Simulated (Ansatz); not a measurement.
C$_{2}$H$_{6}$FNZn, SMILES `C[N](C)[Zn][F]` from Hartree–Fock to CCSD(T)

```xyz
11

C    -1.157   -0.515   -0.405
N    -0.006    0.225    0.038
C     1.224   -0.499   -0.141
Zn   -0.116    1.773    0.937
F    -0.219    3.302    1.771
H    -1.279   -1.464    0.142
H    -1.080   -0.768   -1.474
H    -2.078    0.058   -0.274
H     1.236   -1.446    0.421
H     2.087    0.086    0.187
H     1.387   -0.752   -1.201
```

Total charge 0; spin multiplicity 1. For Zn the d shell is correlated and the shells below it are frozen. Scalar relativity is left out up to krypton. Geometry: relaxed with PBE0-D4/def2-TZVP. It is one conformer, not always the lowest. Frozen core, restricted reference, the Gaussian-basis code of Ansatz.

```tsv
basis	HF (Eh)	MP2 corr.	CCSD corr.	(T)	CCSD(T) total
def2-SVP	-2010.50457	-0.94901	-0.96553	-0.02436	-2011.49446
def2-TZVPP	-2011.02849	-1.32727	-1.30553	-0.04497	-2012.37899
def2-QZVPP	-2011.08339	-1.42482	–	–	–
```
